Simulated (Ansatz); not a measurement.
Input for Ansatz (a quantum-chemistry and plane-wave program): R-BLYP/def2-TZVPPD on CH6F2Ge (a complex). Files ending in .json are basis or fitting sets from the Basis Set Exchange.

Ansatz 0.2 input:
```yaml
crystal:
  periodic: [false, false, false]
  atoms:
    - {symbol: Ge, position_ang: [-0.70010531, 0.53473121, 0.34687054]}
    - {symbol: H, position_ang: [-0.86038231, 0.61855786, -1.18009865]}
    - {symbol: H, position_ang: [-0.37538836, -0.91919667, 0.72698455]}
    - {symbol: H, position_ang: [-2.01310343, 0.95637223, 1.01988008]}
    - {symbol: H, position_ang: [0.44308819, 1.45176820, 0.79628322]}
    - {symbol: F, position_ang: [-0.30552998, 0.07792100, 3.69133890]}
    - {symbol: C, position_ang: [0.58732533, -0.95012164, 3.77139531]}
    - {symbol: F, position_ang: [1.78837513, -0.51373751, 3.30310499]}
    - {symbol: H, position_ang: [0.23792183, -1.76449776, 3.13560427]}
    - {symbol: H, position_ang: [0.69970029, -1.23138547, 4.81951862]}
basis:
  gaussian:
    orbitals: def2-TZVPPD.json
hamiltonian:
  xc: {name: BLYP}
scf: {lower_state_search: off}
```

Program output:

```
WARN ansatz: RAYON_NUM_THREADS=1 ignored (pool sized by the plan → 1); use --threads N
Functional definition: BLYP
these checks for a lower state are left out or cut short: stability, starts, cluster_reference, orbital_swaps, neighbouring_geometries, increment
integrals: 0.21 GiB planned
1295 factors; their error is unknown
mean field: 1.41 GiB planned
mean field evaluation 1: about -63086.1241 eV, gradient 4.6e1 eV
mean field evaluation 2: about -63084.3892 eV, gradient 6.2e1 eV
mean field evaluation 4: about -63089.4706 eV, gradient 4.2e0 eV
mean field evaluation 8: about -63089.4945 eV, gradient 5.7e-2 eV
mean field evaluation 16: about -63089.4709 eV, gradient 6.3e-5 eV
mean field -63089.47090785 eV, -2318.4952922840 hartree, gradient 4.0e-6 eV, S^2 0.000000; 0 other end points of the search recorded, 0 dependent functions left out
reference -63089.47131410 eV, -2318.4953072137 hartree; 31, 31 occupied and 242, 242 virtual orbitals, 1295 factors
Total energy: -63089.47131410 eV, -2318.4953072137 hartree
Checks for a lower state left out: stability, starts, cluster_reference, orbital_swaps, neighbouring_geometries, increment
```

Self-consistency was reached.

Cost: around 6 core-seconds (rough).
